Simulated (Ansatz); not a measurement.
Total energies of `NC[O][GaH2]`.

Z-matrix (Å, degrees):
```
C
O 1 1.414
N 1 1.428 2 114.0
H 1 1.095 2 107.7 3 -119.8
H 1 1.098 2 111.0 3 122.3
Ga 2 1.784 1 123.9 3 -121.6
H 3 1.012 1 110.5 2 -56.8
H 3 1.012 1 111.1 2 62.6
H 6 1.565 2 115.9 1 1.4
H 6 1.555 2 114.3 1 -179.0
```

Charge 0, multiplicity 1. Correlated methods include outer-core shells of Ga, which these sets cover unevenly. Scalar relativity is left out up to krypton. The structure was optimised at the PBE0-D4/def2-TZVP level. It is one conformer, not always the lowest. Basis def2-TZVPP, the Gaussian-basis code of Ansatz.

RPA on PBE orbitals: Hartree–Fock energy of these orbitals -2093.92835 Eh, correlation -1.37109 Eh (frozen core).

| functional | energy without D4 (Eh) | D4 term (kJ/mol) |
| --- | --- | --- |
| PBE | -2096.12419 | -16.6 |
| ωB97M-V | -2096.44416 | – |

Problem. Give the same for LDA (SPW92), revPBE, BLYP, r2SCAN, B97M-V, PBE0, B3LYP, r2SCANh, r2SCAN0, HSE06 (plane-wave form), BHLYP, CAM-B3LYP, LC-ωPBE, ωB97X-V, B2PLYP, PBE-QIDH. (Estimate.)

Solution. The calculation gave: 
| functional | energy without D4 (Eh) | D4 term (kJ/mol) |
| --- | --- | --- |
| LDA (SPW92) | -2092.21461 | – |
| revPBE | -2096.42501 | -53.5 |
| BLYP | -2096.63613 | -36.8 |
| r2SCAN | -2096.51713 | -4.1 |
| B97M-V | -2096.22219 | – |
| PBE0 | -2096.17214 | -14.0 |
| B3LYP | -2096.67877 | -26.7 |
| r2SCANh | -2096.49629 | -4.3 |
| r2SCAN0 | -2096.46672 | -4.8 |
| HSE06 (plane-wave form) | -2096.16272 | -13.0 |
| BHLYP | -2096.49757 | -20.0 |
| CAM-B3LYP | -2096.67115 | -14.1 |
| LC-ωPBE | -2096.27319 | – |
| ωB97X-V | -2096.38998 | – |
| B2PLYP | -2096.12581 | – |
| PBE-QIDH | -2095.81330 | – |

B3LYP takes the VWN-RPA correlation (the form of Gaussian; ORCA's B3LYP/G). HSE06 is the plane-wave form, built on full-range PBE exchange. The double hybrids freeze the cores in their second-order part.

LC-ωPBE has ω = 0.4 bohr⁻¹.
